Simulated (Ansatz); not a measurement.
A search over several starts for the lowest SCF solution of Ti₂N₂ at the given spin, in a small basis.

```yaml
crystal:
  periodic: [false, false, false]
  atoms:
    - {symbol: Ti, position_ang: [2.423678, -1.757488, -1.148999]}
    - {symbol: Ti, position_ang: [0.655286, -0.079260, -0.561072]}
    - {symbol: N, position_ang: [0.662745, -1.699474, -1.262461]}
    - {symbol: N, position_ang: [2.417491, -0.129777, -0.465168]}
basis:
  gaussian: {orbitals: def2-SVP}
magnetization: {spin_polarized: true, initial_magnetization: 0}
hamiltonian: {xc: pbe0, dispersion: d4}
output: {orbitals: {seedname: orbitals}}
```

```sh
$ ansatz run in.yaml --threads 4 --pin off --events-out ev --progress --plain --max-ram 3916MiB
```

Shortened log:

```
Functional definition: PBE0
984 factors; integrals over basis functions are off by at most 9.9e-4 eV
mean field evaluation 1: about -49161.9034 eV, gradient 7.7e1 eV
mean field evaluation 2: about -48947.0923 eV, gradient 2.0e2 eV
mean field evaluation 4: about -49182.9549 eV, gradient 2.7e1 eV
mean field evaluation 8: about -49186.4922 eV, gradient 5.6e-1 eV
mean field evaluation 16: about -49186.5853 eV, gradient 1.7e-3 eV
mean field evaluation 32: about -49124.8279 eV, gradient 9.6e1 eV
mean field evaluation 64: about -49182.3628 eV, gradient 3.1e1 eV
mean field evaluation 96: about -49158.6842 eV, gradient 6.1e1 eV
mean field evaluation 128: about -49125.2673 eV, gradient 9.0e1 eV
mean field evaluation 160: about -49187.1797 eV, gradient 3.7e-4 eV
mean field -49187.17966483 eV, -1807.5955124147 hartree, gradient 2.3e-5 eV, S^2 0.931327; 13 other end points of the search recorded, 0 dependent functions left out
reference -49187.17970531 eV, -1807.5955139022 hartree; 29, 29 occupied and 61, 61 virtual orbitals, 984 factors
Total energy: -49187.30693993 eV, -1807.6001896882 hartree
```

It took 16 s on 4 threads of Arm Neoverse V2 on a shared host.

Other converged states that the search met: 0.59 eV higher (⟨S²⟩ = 0.00).

The unrestricted singlet has broken spin symmetry (⟨S²⟩ up to 0.93). The structure comes from a short search, and lower isomers may exist.
